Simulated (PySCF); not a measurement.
# Structure elucidation problem

The spectra below were simulated for a compound C6H11FO2Si.

¹H NMR (300 MHz, computed): δ 5.06 (m, 1H), 2.25 (m, 1H), 2.23 (m, 1H), 2.21 (m, 1H), 2.19 (m, 1H), 2.04 (s, 3H), 1.88 (m, 1H), 1.76 (m, 1H), 1.75 (m, 1H).

¹³C{¹H} NMR (computed): δ 180.2 (C), 26.4 (CH2), 23.9 (CH2), 23.8 (CH), 23.4 (CH2), 22.5 (CH3).

How the numbers were obtained: shielding tensors at B3LYP/pcSseg-1 (GIAO), structure optimised with PBE0-D3(BJ)/def2-SVP, in PySCF (no solvent, relativity neglected, one averaged value for each set of equivalent atoms, one computed conformer).

References, each an isolated molecule treated in the same way: TMS for ¹H and ¹³C.

Problem. Propose a structure and justify it.

Solution. 
- The formula gives 2 degrees of unsaturation (1 ring in the answer).
- 6 carbon signals for 6 carbons: no two carbons are equivalent.
- Carbon types of the structure: 1 × C, 1 × CH, 3 × CH2, 1 × CH3, leaving 1 H on heteroatoms.
- δC 180.2: carbonyl carbon.
- δC 26.4, 23.9, 23.4: sp3 CH2 in a ring; aliphatic region, no heteroatom directly attached.
- δC 23.8: sp3 CH bonded to Si.
- δC 22.5: methyl carbon α to a carbonyl; α to the electron-withdrawing carbonyl group.
- δH 5.06: hydrogen on a silicon bonded to C, F, O.
- δH 2.25, 2.23, 2.19, 1.88, 1.76, 1.75: hydrogen on an sp3 CH2 in a ring.
- δH 2.04: hydrogen on a methyl carbon α to a carbonyl; α to C=O.

The compound is `InChI=1S/C6H11FO2Si/c1-5(8)9-10(7)6-3-2-4-6/h6,10H,2-4H2,1H3/t10-/m1/s1`.

The shifts were computed for this structure.

Splittings by ¹⁹F in the carbon and heteronuclear signals aren't shown, as no couplings were computed. Shifts are as computed. Against solution values, carbons near 30 ppm lie about +2 ppm off and those near 130 ppm about +6 ppm. Of 1211 compounds with measured shifts, 218 miss one by over three times the rms of a fit or turn the order of signals round; such compounds aren't used in these exercises. Multiplicities follow the n + 1 count of equivalent neighbours, as no J values were calculated; m marks all less simple cases, F and P coupling included.
